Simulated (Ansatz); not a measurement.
Born–Oppenheimer molecular dynamics of a periodic cell of 36 atoms, H₆C₂O (contents 4 CH3CH2OH, density as packed 0.79 g/cm³ with natural masses). It goes on from the last frame of an earlier run, with new velocities.

Theory: Ansatz 0.2.0, DFT PBE-D3(BJ), scalar-relativistic, plane waves, PAW. Settings: accuracy low, cutoff 420 eV, k mesh 1x1x1, fermi-dirac smearing 0.02 eV, no spin polarisation.

| Item | Value |
| --- | --- |
| ensemble | NVT, Langevin thermostat |
| time step | 0.5 fs |
| steps asked | 400 |
| set temperature | 300 K |
| friction | 0.005 /fs |
| seed | 408428 |

First frame:

```xyz
36
Lattice="7.2936 0.0000 0.0000 0.0000 7.2936 0.0000 0.0000 0.0000 7.2936" Properties=species:S:1:pos:R:3
C 2.808 0.177 1.464
C 2.950 1.333 0.430
O 2.257 2.543 0.885
H 2.757 3.234 0.360
H 3.998 1.500 0.272
H 2.404 1.033 -0.471
H 3.786 -0.389 1.544
H 2.685 0.559 2.475
H 2.034 -0.538 1.186
C 3.672 5.188 4.587
C 2.664 4.097 4.265
O 3.306 3.053 3.536
H 2.929 2.843 2.719
H 2.207 3.677 5.189
H 1.761 4.566 3.759
H 3.264 5.897 5.331
H 4.621 4.707 4.864
H 3.961 5.796 3.690
C 7.115 -0.093 3.968
C 6.260 1.044 3.484
O 5.101 1.141 4.283
H 4.427 1.815 4.063
H 6.785 2.014 3.641
H 6.131 0.877 2.403
H 8.114 -0.061 3.512
H 7.172 -0.225 5.035
H 6.616 -1.012 3.709
C 6.403 6.562 7.389
C 7.023 5.182 6.959
O 5.871 4.225 6.970
H 6.091 3.580 7.677
H 7.635 5.099 6.072
H 7.655 4.918 7.823
H 7.331 7.161 7.450
H 5.695 7.057 6.744
H 6.006 6.561 8.441
```

Q: What does the run give?

A: The run went to its last step.

```yaml
steps_done: 400
time_covered: 200 fs
mean_temperature_over_the_second_half: 343 K
spread_of_the_potential_energy_over_the_second_half: 4.6 meV per atom
mean_potential_energy_of_the_second_half_above_the_start: -9.5 meV per atom
```

The mean temperature of the second half is 14 % above the set value. A run of 0.2 ps of so small a system gives no equilibrium averages. Limits of this set-up: coarse k mesh, low accuracy level.

Q: What happens to the structure?

A: Mean squared displacements from the first frame to the last, about the centre of mass: C 0.70 Å², O 0.58 Å², H 1.47 Å². Another seed would give other details.

Q: How do temperature and energy run in time?

A: 
| time (fs) | T (K) | potential energy less start (eV) |
| --- | --- | --- |
| 0.0 | 292 | 0.000 |
| 6.5 | 339 | -0.162 |
| 13.0 | 328 | -0.106 |
| 19.5 | 356 | -0.167 |
| 26.0 | 307 | 0.006 |
| 32.5 | 340 | -0.200 |
| 39.0 | 349 | -0.112 |
| 45.5 | 301 | 0.021 |
| 52.0 | 328 | -0.208 |
| 58.5 | 276 | 0.047 |
| 65.0 | 302 | -0.173 |
| 71.5 | 258 | 0.007 |
| 78.0 | 304 | -0.237 |
| 84.5 | 264 | -0.076 |
| 91.0 | 276 | -0.165 |
| 97.5 | 316 | -0.327 |
| 104.0 | 282 | -0.177 |
| 110.5 | 374 | -0.589 |
| 117.0 | 317 | -0.281 |
| 123.5 | 341 | -0.392 |
| 130.0 | 266 | -0.070 |
| 136.5 | 324 | -0.259 |
| 143.0 | 269 | -0.039 |
| 149.5 | 344 | -0.314 |
| 156.0 | 365 | -0.296 |
| 162.5 | 344 | -0.149 |
| 169.0 | 380 | -0.432 |
| 175.5 | 355 | -0.444 |
| 182.0 | 385 | -0.572 |
| 188.5 | 360 | -0.452 |
| 195.0 | 420 | -0.593 |

Run time: 11 min on 1 thread of Arm Neoverse V2 (shared host), peak memory 0.41 GiB.
